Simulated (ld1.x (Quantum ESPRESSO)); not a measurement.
**u(r) = r·R(r): atom against pseudo-atom (dysprosium)**

Columns: radius, all-electron u(r) and pseudo u(r) of the 5s shell (level -55.90 eV) of dysprosium in the configuration [Kr] 4d10 4f9 5s2 5p6 5d1 6s1.5 6p0; PBE, scalar-relativistic, ultrasoft scheme, ld1.x (Quantum ESPRESSO) 7.5.

| r (bohr) | all-electron | pseudo |
| --- | --- | --- |
| 0.140 | 0.2921 | 0.3208 |
| 0.280 | -0.0932 | 0.6187 |
| 0.420 | -0.5605 | 0.8734 |
| 0.560 | -0.2564 | 1.0694 |
| 0.700 | 0.2847 | 1.1975 |
| 0.840 | 0.7176 | 1.2558 |
| 0.980 | 0.9614 | 1.2491 |
| 1.120 | 1.0447 | 1.1880 |
| 1.260 | 1.0198 | 1.0870 |
| 1.400 | 0.9330 | 0.9620 |
| 1.540 | 0.8178 | 0.8282 |
| 1.680 | 0.6957 | 0.6980 |
| 1.820 | 0.5791 | 0.5792 |
| 1.960 | 0.4742 | 0.4742 |
| 2.100 | 0.3837 | 0.3837 |
| 2.240 | 0.3074 | 0.3074 |
| 2.380 | 0.2445 | 0.2445 |
| 2.520 | 0.1932 | 0.1932 |
| 2.660 | 0.1520 | 0.1520 |
| 2.800 | 0.1191 | 0.1191 |
| 2.940 | 0.0930 | 0.0930 |
| 3.080 | 0.0724 | 0.0724 |
| 3.220 | 0.0563 | 0.0563 |
| 3.360 | 0.0436 | 0.0436 |
| 3.500 | 0.0338 | 0.0338 |
| 3.640 | 0.0261 | 0.0261 |

Question: How many radial nodes do the two functions have?

Answer: The all-electron 5s function has n − l − 1 = 4 (the table is too coarse to show those close to the nucleus); the pseudo-wave has 0, since the states of the same l below it are removed with the core.

Question: At about which radius was the pseudo-wave matched?

Answer: 1.90 bohr, where the columns begin to agree (steps of 0.14 bohr).

Question: Is the pseudo-wave norm-conserving?

Answer: No, it belongs to an ultrasoft set: the norm inside the radius is not constrained, and the difference is carried by the augmentation charge.
